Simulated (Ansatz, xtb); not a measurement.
Gas-phase reaction in SMILES: [SiH3]C1=CCC=C1 + 8 [H][H] (H2) → 5 C (CH4) + [SiH4] (SiH4)
Structures are relaxed separately at B3LYP-D3(BJ)/def2-TZVP in Ansatz (a quantum-chemistry and plane-wave program), one conformer each, not searched for the lowest. Unstable Hartree-Fock reference: [SiH3]C1=CCC=C1.

Wanted: energy of full hydrogenation (electronic energy difference), in kcal/mol. Cores are frozen in the correlated levels unless marked. No spin-orbit coupling. No relativistic terms. Basis-set limits of correlation are two-point, X^-3; Hartree-Fock from the larger set.

```tsv
level	program	energy of full hydrogenation (kcal/mol)
GFN1-xTB	xtb	___
SVWN5/def2-TZVPD	Ansatz	-166.0
PBE-D4/def2-TZVPD	Ansatz + dftd4	-153.7
r2SCAN-D3(BJ)/def2-TZVPD	Ansatz + dftd3	-158.8
PBE0-D4/def2-TZVP	Ansatz + dftd4	-164.8
PBE0/def2-TZVP	Ansatz	-169.0
PBE0/def2-TZVPD	Ansatz	-168.8
r2SCAN0/def2-TZVPD	Ansatz	-168.6
LC-wPBE/def2-TZVPD	Ansatz	___
B2PLYP-D3(BJ)/def2-TZVPD	Ansatz + dftd3	___
CCSD/cc-pV(T+d)Z	Ansatz	___
CCSD(T)/CBS(cc-pV(T+d)Z,cc-pV(Q+d)Z)	Ansatz	-157.9
```

Q: Fill in the missing entries.

A: 
- GFN1-xTB, energy of full hydrogenation (kcal/mol): -245.4
- LC-wPBE/def2-TZVPD, energy of full hydrogenation (kcal/mol): -173.2
- B2PLYP-D3(BJ)/def2-TZVPD, energy of full hydrogenation (kcal/mol): -156.5
- CCSD/cc-pV(T+d)Z, energy of full hydrogenation (kcal/mol): -167.8
